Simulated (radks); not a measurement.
Results of a calculation; reference values are marked as such.
Task: Radial electron density D(r) = 4 pi r^2 rho(r) of an atom or ion with 27 electrons. Level of theory: Dirac Kohn-Sham, BLYP, spin-unpolarised, spherical densities, finite nucleus; Fermi nuclear charge, rms radius of each element as measured or else 0.836 A^(1/3) + 0.57 fm (a radial shooting solver on a logarithmic mesh with Libxc functionals).

```
   r/bohr * D(r) (the largest magnitude, 40.1, reaches the edge; | marks zero)
 0.005138 |     *
 0.005793 |       *
 0.006584 |        *
 0.007423 |          *
  0.00837 |            *
 0.009437 |               *
  0.01064 |                  *
    0.012 |                     *
  0.01353 |                        *
  0.01537 |                            *
  0.01733 |                                *
  0.01954 |                                    *
  0.02204 |                                       *
  0.02484 |                                           *
  0.02801 |                                             *
  0.03158 |                                               *
   0.0359 |                                                *
  0.04047 |                                               *
  0.04563 |                                              *
  0.05145 |                                            *
  0.05801 |                                         *
  0.06541 |                                       *
  0.07375 |                                      *
  0.08382 |                                      *
   0.0945 |                                        *
   0.1066 |                                           *
   0.1201 |                                               *
   0.1355 |                                                   *
   0.1527 |                                                      *
   0.1722 |                                                      *
   0.1957 |                                                   *
   0.2207 |                                              *
   0.2488 |                                       *
   0.2805 |                                *
   0.3163 |                          *
   0.3566 |                        *
   0.4021 |                        *
    0.457 |                          *
   0.5152 |                            *
   0.5809 |                              *
    0.655 |                             *
   0.7385 |                           *
   0.8327 |                      *
   0.9388 |                 *
    1.067 |            *
    1.203 |        *
    1.356 |     *
    1.529 |   *
    1.724 | *
    1.944 |*
    2.192 |*
    2.491 *
    2.809 *
    3.167 *
    3.571 *
```

What is the nuclear charge?

Result: Z = 29. The innermost maximum, from 1s, lies near gamma/Z bohr with gamma = sqrt(1 - (Z/c)^2) = 0.977, here 0.0337 bohr (found: 0.0365), and its height grows with Z. The density is that of the copper ion Cu2+ in [Ar] 3d9; the configuration itself is not fixed sharply by these data, and Z only to about a unit. D(r) has 3 maxima, at r = 0.0365, 0.165, 0.600 bohr, and minima at 0.0786, 0.377 bohr, inside which lie 2.12, 10.85 electrons.
